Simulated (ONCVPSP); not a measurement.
**gold (Au), ONCV: configuration errors across variants**

ONCVPSP 4.0.1 input, shortened (lines: element, Z, core and valence counts, functional; n l f; lmax; l rc ep ncon nbas qcut; lloc lpopt rc5 dvloc0; l nproj debl; icmod fcfact rcfact), PBE, scalar-relativistic:

```
  Au 79.00   11    3        4      upf
    1    0    2.00
    2    0    2.00
    2    1    6.00
    3    0    2.00
    3    1    6.00
    3    2   10.00
    4    0    2.00
    4    1    6.00
    4    2   10.00
    4    3   14.00
    5    0    2.00
    5    1    6.00
    5    2    9.00
    6    0    2.00
    2
    0    2.35    0.00    3    8    2.80
    1    1.40    0.00    4    7   10.90
    2    1.65    0.00    3    7   10.90
    4    3    1.10    4.00
    0    2    3.00
    1    3    1.70
    2    1    2.40
    3    3.25    1.75
```

In the p channel the program set the typed energies aside and used -2.298, 0.250, 1.950 Ha.

All-electron excitation energies from the reference (eV): (1) 5p6 5d10 6s1 -1.693; (2) 5p6 5d10 6s0 7.716; (3) 5p6 5d9 6s0 28.924; (4) 5p6 5d9 6s1 6p1 5.804.

3 further variants failed, have other tests or too few solved ones, and are left out.

A true bound ghost makes a file unfit for plane-wave use even where its test errors are small: the radial tests pick states by their node count and pass the ghost by.

Errors AE − PS in meV (a dash: test not solved or not reliable):

```tsv
change	(1)	(2)	(3)	(4)	bound ghosts	GHOST(+) flags above zero
base	-14	-48	-61	-9.4	s	s
s: qcut 1.8; p: qcut 7; d: qcut 7	+27	+43	-43	-5.4	s	p
s: qcut 2.1; p: qcut 8.2; d: qcut 8.2	+15	+18	-48	-6.5	s	none
s: qcut 2.5; p: qcut 9.8; d: qcut 9.8	-1.7	-21	-56	-8.3	s	s
p: qcut 10.8; d: qcut 10.8	-14	-48	-61	-9.4	s	s
s: qcut 3.1; p: qcut 12; d: qcut 12	-23	-70	-66	-10	s	none
s: qcut 3.3; p: qcut 12.7; d: qcut 12.7	-28	-82	-69	-11	s	none
```

Problem. Give the same row for: s: qcut 2.3; p: qcut 8.8; d: qcut 8.8.

Solution. +6.9, -1.3, -52, -7.4; bound ghosts: s; GHOST(+) flags above zero: none.
